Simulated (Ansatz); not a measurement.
`[CH3][Al]([F])[CH2][SiH3]` + H₂O → `[CH3][Al]([F])[CH2]O` + SiH₄  (formal hydrolysis of a C–Si bond)

Isolated molecules relaxed with PBE0-D4/def2-TZVP in Ansatz; ΔE leaves out vibrations. CBS: MP2 limit from def2 TZ/QZ plus the TZ coupled-cluster correction, frozen cores. This one scheme is used for every species. DFT in def2-TZVPP. B3LYP here is the variant with VWN-RPA as its local correlation; programs differ in this. Each species was taken in one conformer, which may not be the lowest.

```
             level  ΔE (kJ/mol)  difference from CCSD(T)/CBS
          B3LYP-D4        124.9                        -15.9
           ωB97M-V        131.9                         -8.9
            B2PLYP        127.7                        -13.1
               PBE        123.3                        -17.5
            r2SCAN        132.8                         -8.0
              PBE0        130.6                        -10.2
             B3LYP        118.6                        -22.2
     HF/def2-TZVPP        120.7                        -20.1
SCS-MP2/def2-TZVPP        134.6                         -6.2
   CCSD/def2-TZVPP        133.5                         -7.3
CCSD(T)/def2-TZVPP        134.8                         -6.0
     HF/def2-QZVPP        121.7                        -19.1
SCS-MP2/def2-QZVPP        138.5                         -2.3
      HF/CBS(def2)        121.8                        -19.0
     MP2/CBS(def2)        151.1                         10.3
    CCSD/CBS(def2)        139.5                         -1.3
       CCSD(T)/CBS        140.8                            0
```

Largest T1 diagnostic among the species: 0.011.

From PBE to PBE0 (25 % exact exchange), in def2-TZVPP and without D4, ΔE moves by +7.3 kJ/mol. The D4 term adds +6.2 kJ/mol with B3LYP and +3.6 kJ/mol with PBE0; it sums over pairs of atoms, weighted by their polarisabilities, and B3LYP, whose exchange is more repulsive, gets the larger term.
